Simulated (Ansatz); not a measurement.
RuO4⁺. Charge 1, multiplicity 2. Geometry PBE-D4/def2-SVP, that of the neutral singlet; atoms count from 1.

```xyz
5

Ru    0.000    0.000    0.000
O    -0.855    0.058   -1.462
O     0.116   -1.607    0.524
O    -0.816    0.917    1.168
O     1.555    0.633   -0.230
```

In the def2 sets Ru takes a core potential; there is no spin–orbit coupling. The charge 1 doublet is spin-contaminated (final ⟨S²⟩ up to 0.99, 0.75 for a pure state).

Q: Estimate the Mulliken populations from the PBE0/def2-TZVP orbitals of Ansatz.

A: 
```tsv
atom	charge (e)	spin (α − β)	d electrons
Ru1	1.71	-0.20	5.52
O2	-0.22	-0.20	–
O3	-0.22	-0.20	–
O4	-0.13	0.80	–
O5	-0.13	0.80	–
```
Mulliken values depend strongly on the basis.

Q: Where does the spin sit?

A: Summed by element: Ru -0.20, O 1.20, of 1 unpaired in all. Largest on single atoms: O4 0.80, O5 0.80, Ru1 -0.20.

Q: And the Mayer bond orders between heavy atoms (over 0.3)?

A: Ru1–O2 1.71 (1.69 Å); Ru1–O3 1.71 (1.69 Å); Ru1–O4 1.33 (1.69 Å); Ru1–O5 1.33 (1.69 Å).
